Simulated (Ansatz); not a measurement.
Isomers of C₃H₈BF, relaxed with PBE0-D4/def2-TZVP in Ansatz; electronic energies, one conformer each and not always the lowest. Functionals use def2-TZVPP; CBS adds triple-zeta CCSD(T) − MP2 to the MP2 limit of def2-TZVPP and def2-QZVPP.

(1) Order them by energy at frozen-core CCSD(T)/CBS, lowest first. (Estimate.)
A. `BC(C)(C)F`
B. `CBC(C)F`
C. `BC(F)CC`
D. `CCB(C)F`

(2) How do MP2/CBS(def2), B3LYP, HF/CBS(def2), B2PLYP place them (kJ/mol, against `CCB(C)F`)? (Best estimate.)

## Answers

(1) D (0.0 kJ/mol), B (233.6 kJ/mol), A (275.8 kJ/mol), C (292.7 kJ/mol).

(2) The calculation gave: 
| isomer | MP2/CBS(def2) | B3LYP | HF/CBS(def2) | B2PLYP |
| --- | --- | --- | --- | --- |
| `BC(F)CC` | 300.8 | 291.2 | 286.1 | 294.3 |
| `CBC(C)F` | 240.9 | 227.8 | 231.0 | 232.9 |
| `BC(C)(C)F` | 282.6 | 278.3 | 273.2 | 279.3 |

B3LYP here is the variant with VWN-RPA as its local correlation; programs differ in this.
